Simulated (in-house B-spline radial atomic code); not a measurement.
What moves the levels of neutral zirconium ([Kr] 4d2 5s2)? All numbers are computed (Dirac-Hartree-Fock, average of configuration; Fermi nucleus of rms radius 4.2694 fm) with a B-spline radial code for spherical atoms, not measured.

Baseline run (computed): total energy -3597.0841 hartree, 1s1/2 at -665.5312 hartree, 5s1/2 at -5.859 eV with <r> = 3.979 bohr.

Scaling the speed of light c (a factor of 100 is close to the non-relativistic limit):

| c/c0 | ΔE (hartree) | 5s1/2 level (eV) | 5s1/2 <r> (bohr) |
| --- | --- | --- | --- |
| 0.95 | -6.5832 | -5.88071 | 3.968 |
| 0.98 | -2.5052 | -5.86723 | 3.975 |
| 1.02 | 2.3511 | -5.85129 | 3.983 |
| 1.5 | 32.9 | -5.75366 | 4.035 |
| 100 | 58.134 | -5.67632 | 4.078 |

Changing the nucleus:

| nucleus | ΔE (eV) |
| --- | --- |
| Gaussian nucleus of rms radius 4.2694 fm | -0.00233 |
| uniform spherical nucleus of rms radius 4.2694 fm | 0.00112 |
| Gaussian nucleus of rms radius 0.01 fm | -1.14 |
| Fermi nucleus of rms radius 4.184 fm | -0.043 |
| Fermi nucleus of rms radius 4.3548 fm | 0.0438 |

A larger nucleus binds the electrons less, roughly as the density at the nucleus times the change of the nuclear <r²>. At equal rms radius the shape enters only through higher moments. A radius of 0.01 fm is nearly a point.

Q: The nuclear charge is raised by 0.1. What does the Hellmann-Feynman theorem predict for the energy, and what is found?

A: dE/dZ ≈ -Σ<1/r>, which is -217.097 at the start and -217.839 at the end; their mean times 0.1 is -21.747 hartree, and the two runs differ by -21.747 hartree.
